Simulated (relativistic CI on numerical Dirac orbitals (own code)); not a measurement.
Method of calculation: Dirac-Coulomb-Breit CI, separate exchange-only KLI orbitals for each configuration, QED by a radiative potential, unscaled Slater integrals (own radial code, finite nucleus).

The strongest absorption lines from the ground level of an ion, among the configurations computed and to levels below about 403 eV (vacuum wavelength in Å, gf): 58.774 (0.24), 59.779 (0.24), 59.944 (0.52), 61.598 (0.23), 61.718 (1.6), 61.941 (0.88), 62.692 (0.4), 78.431 (0.33).

(1) Which ion is it?
A. Cd³²⁺
B. Mo²⁶⁺
C. Cd³⁴⁺
D. Xe³⁸⁺

## Answers

(1) A. Cd³²⁺ has 16 electrons and the ground level 3s2.3p4 3P_2; the strongest line goes to 3s2.3p3.3d 3D°_3. The pattern of lines fixes the number of electrons, and along that sequence the line energies rise steadily with the charge (about as its square where n changes within one kind of shell, about linearly where n is kept but much faster in heavy ions where fine structure, which grows about as Z⁴, sets the gap, and irregularly where shells cross), which fixes Z. Configurations outside the model, such as inner-shell arrays, can give stronger lines. At this charge energies of transitions that change n are usually good to better than 1 %, and those within a shell (Δn = 0) to a few per cent.

LS names give the leading component of a level, which can be under half, so a name can repeat, a term be missing and a line seem to break the LS rules.
